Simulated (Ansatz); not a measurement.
Mg3O2⁺, relaxed as a quartet with UKS PBE-D4/def2-SVP in Ansatz, starting from the PBE-D4/def2-SVP geometry of the charge +1 doublet. Force threshold 0.02 eV/Å.

At PBE-D4/def2-SVP a doublet of charge 1 lies 1.88 eV below the quartet, each at its own geometry. The structure comes from a short search, and lower isomers may exist.

Start:

```xyz
5

Mg    0.844   -0.230    1.184
Mg   -2.455    1.017    0.345
Mg    0.453   -0.307   -1.366
O     1.883   -0.780   -0.265
O    -0.725    0.300    0.102
```

```csv
step,energy (eV),largest force component (eV/Å),SCF passes
1,-20398.7593,2.169,45
2,-20399.0469,0.963,83
3,-20399.1422,0.245,71
4,-20399.1501,0.027,53
5,-20399.1502,0.007,54
6,-20399.1502,0.005,49
7,-20399.1504,0.021,53
8,-20399.1527,0.062,64
9,-20399.1597,0.296,49
10 (rejected),-20399.1475,0.781,48
11,-20399.1781,0.343,45
12,-20399.2002,0.322,45
13,-20399.2150,0.102,42
14,-20399.2164,0.066,38
15,-20399.2207,0.029,38
16,-20399.2214,0.006,40
```

Force components are those of the run's own axes.

End:

```xyz
5

Mg    0.917   -0.035    1.354
Mg   -2.417    0.736    0.348
Mg    0.471   -0.122   -1.562
O     1.541   -1.016   -0.206
O    -0.512    0.438    0.065
```

By distances, no bond broke or formed. The bond that changes most is Mg3–O4, from 1.87 to 1.95 Å (atoms count from 1).

The force fell under the threshold at step 5, but the optimiser went on and released 0.071 eV more. No frequencies were taken in this run, so the end may be a saddle point.

It took 36 s on 4 threads of Arm Neoverse V2 on a shared host.
